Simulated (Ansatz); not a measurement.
**A basis-limit estimate, worked out**

An elementary step of SiH5Cl2OF, singlet (SiH₂Cl₂ ([Cl][SiH2][Cl]) + H₂O + HF → SiH₂Cl₂O ([OH][SiH]([Cl])[Cl]) + HF + H₂; bonds formed: Si1–O7, H2–H8, H6–F9; bonds broken: Si1–H2, H6–O7, H8–F9). “Start” is the structure reached by relaxing down from the saddle towards the reactants; PBE0-D4/def2-TZVP structures. The saddle:

Si1  (-0.662, -0.557, -0.379)
H2  (0.963, -0.842, -0.073)
Cl3  (-0.215, -1.199, -2.287)
Cl4  (-1.037, -1.939, 1.108)
H5  (-2.062, -0.124, -0.623)
H6  (0.785, 1.207, 0.577)
O7  (-0.225, 1.098, 0.095)
H8  (1.503, -0.175, 0.403)
F9  (1.887, 0.810, 0.908)
H10  (-0.937, 1.720, 0.270)
(Å)

Computed with Ansatz 0.2.0 (basis: def2-TZVPP and def2-QZVPP); correlated methods freeze the cores.

Energies in eV:

| quantity | saddle | start |
| --- | --- | --- |
| Hartree–Fock, triple zeta (X = 3) | -37695.74024 | -37697.87385 |
| Hartree–Fock, quadruple zeta (X = 4) | -37696.90545 | -37699.04086 |
| MP2 correlation, X = 3 | -29.25551 | -28.38495 |
| MP2 correlation, X = 4 | -31.91546 | -31.04726 |
| CCSD(T) correlation, X = 3 | -31.59411 | -30.81544 |

**Question.** Work out the barrier at the basis limit: extrapolate Hartree–Fock as E(X) = E∞ + A exp(−7.88 √X) and the MP2 correlation as E(X) = E∞ + B X^−2.97 (the exponents that Neese and Valeev fitted for def2-TZVPP and QZVPP), then add CCSD(T) − MP2 in triple zeta.

**Answer.** Each step is linear, so take the differences first (saddle − start): Hartree–Fock 2.13361 (X = 3) and 2.13541 (X = 4); MP2 correlation -0.87056 and -0.86820; CCSD(T) correlation -0.77867.
Two points give E∞ = E(4) + w [E(4) − E(3)], with w = 1/(exp(7.88 (2 − √3)) − 1) = 0.1377 for Hartree–Fock and w = 1/((4/3)^2.97 − 1) = 0.7407 for the correlation.
Hartree–Fock: 2.13541 + 0.1377 × 0.00180 = 2.1357 eV.
MP2 correlation: -0.86820 + 0.7407 × 0.00236 = -0.8665 eV.
CCSD(T) − MP2: -0.77867 − (-0.87056) = 0.0919 eV.
Sum: 2.1357 + (-0.8665) + 0.0919 = 1.3611 eV, or 31.39 kcal/mol. Plain CCSD(T) in triple zeta gives 1.3549 eV, so the larger basis shifts the result by 0.0062 eV.

The T1 diagnostic stays at or below 0.011.

Labels in which every atom is bracketed show which atoms are joined, not bond orders.

For scale, one of the runs: CCSD(T)/def2-TZVPP, 258 basis functions, launched by `ansatz run in.yaml --threads 8 --pin off --events-out ev --progress --plain --max-ram 19148MiB`. The run took 82 s on 8 CPU threads of an Intel Xeon Platinum 8259CL (shared host), with 5.8 GiB of host memory at its peak.
